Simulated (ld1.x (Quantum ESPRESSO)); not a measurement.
# Before and after: RRKJ potential for Br (Z = 35)

bromine (Br), norm-conserving RRKJ (Kleinman–Bylander form), made with ld1.x (Quantum ESPRESSO) 7.5 (BLYP, scalar-relativistic). Core [Ar], reference 3d10 4s2 4p5. Waves: 4s (bound): rc 1.30 bohr; 4p (bound): rc 1.65 bohr; 3d (bound): rc 1.00 bohr. Local part: all-electron potential smoothed inside 1.60 bohr (lloc = -1). Core correction: Bessel-smoothed model core inside 0.50 bohr. rho0 = 0.005.

Change: non-relativistic.

Cutoffs: the cutoffs (Ry, on a coarse ladder) from which the occupation-weighted sum of valence levels, in a spherical-Bessel basis at the reference potential, stays within 10 and 1 mRy of its value at 400 Ry; they do not see the model core or the augmentation charge, which bear on the density cutoff. Errors are all-electron minus pseudo energies relative to the spin-unpolarised reference configuration.

Problem. How do hardness, ghosts and transferability respond?

Solution. Of the 7 tests that both files solve, the error grows in 5 and shrinks in 0 by more than 15 % and 0.3 meV (median size 10.0 → 17.7 meV); neither file shows a bound ghost.

| quantity | base | changed |
| --- | --- | --- |
| cutoff, loose | 260 Ry | 260 Ry |
| cutoff, tight | over 300 Ry | over 300 Ry |
| loose cutoff by channel (10 mRy a level) | s 25 Ry, p 30 Ry, d 180 Ry | s 21 Ry, p 30 Ry, d 180 Ry |
| bound ghosts | none | none |
| error for 3d10 4s2 4p4, meV [ΔE 12.40 → 12.42 eV] | +0.6 | +3.2 |
| error for 3d10 4s2 4p3, meV [ΔE 35.02 → 35.03 eV] | +10.0 | +18 |
| error for 3d10 4s2 4p2, meV [ΔE 68.90 → 68.86 eV] | +36 | +53 |
| error for 3d10 4s2 4p1, meV [ΔE 114.89 → 114.75 eV] | +88 | +117 |
| error for 3d10 4s1 4p5, meV [ΔE 25.45 → 24.66 eV] | -0.1 | +3.5 |
| error for 3d10 4s2 4p4.5, meV [ΔE 5.00 → 5.01 eV] | -0.5 | +0.7 |
| error for 3d9 4s2 4p5, meV [ΔE 78.33 → 80.05 eV] | -591 | -567 |
| s: phases at 1.80 bohr within 0.05 rad from the reference energy up to (Ry; the scan ends near 5) | 2.9 | 2.6 |
| p: phases at 1.80 bohr within 0.05 rad from the reference energy up to (Ry; the scan ends near 5) | to the end of the scan | to the end of the scan |
| d: phases at 1.80 bohr within 0.05 rad from the reference energy up to (Ry; the scan ends near 5) | 0.0 | -0.1 |
